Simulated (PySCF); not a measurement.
## Radial density of Cr⁺ (chromium, charge +1)

UHF, [Ar] 3d5, high-spin 6S determinant. All numbers are calculated (PySCF 2.14, no relativity, point nucleus, in def2-SVP).

```csv
r (bohr),4πr²ρ (e/bohr),4πr²(ρα − ρβ)
0.00119,0.1526,0.0000
0.00200,0.4215,0.0000
0.00336,1.125,0.0000
0.00565,2.837,0.0000
0.00950,6.693,-0.0001
0.0160,13.88,-0.0001
0.0269,23.51,-0.0001
0.0452,28.59,0.0000
0.0760,23.62,0.0019
0.128,23.92,0.0268
0.215,31.26,0.2478
0.362,16.24,1.1565
0.608,11.62,2.9945
1.02,11.31,3.4439
1.72,2.888,1.6889
2.90,0.3441,0.3201
4.87,0.006785,0.0068
```
